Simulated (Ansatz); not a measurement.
Molecule: AlI2, net charge 0, doublet state. It need not be the lowest isomer of its formula. SMILES: [Al]([I])[I]
Coordinates optimised at B3LYP-D3(BJ)/def2-TZVP (Ansatz, an electronic-structure program):
```
Al
I 1 2.5134
I 1 2.5134 2 119.81
```
Charge 0, spin multiplicity 2.

Quantity: vertical electron affinity (to the singlet state of charge -1; a negative value means that the extra electron is unbound and the number depends on the basis; each state is the SCF solution reached for its spin; for the singlet the Hartree-Fock reference is unstable and T1 is 0.014), in eV. Cores are frozen in the correlated levels unless marked. Open shells are spin-unrestricted. Spin-orbit coupling is left out. Frozen are the shells of the preceding noble gas and the d and f shells that filled before the atom's block. In def2 rows, elements after Kr have scalar-relativistic effective core potentials. Anions need diffuse functions: def2-D sets add few. 

```csv
level,program,vertical electron affinity (eV)
PBE/def2-TZVPD,Ansatz,2.04
B3LYP/def2-TZVPD,Ansatz,2.13
wB97X/def2-TZVPD,Ansatz,2.09
CCSD/def2-TZVPPD,Ansatz,2.02
CCSD(T)/def2-SVPD,Ansatz,2.01
CCSD(T)/def2-TZVPPD,Ansatz,2.07
```
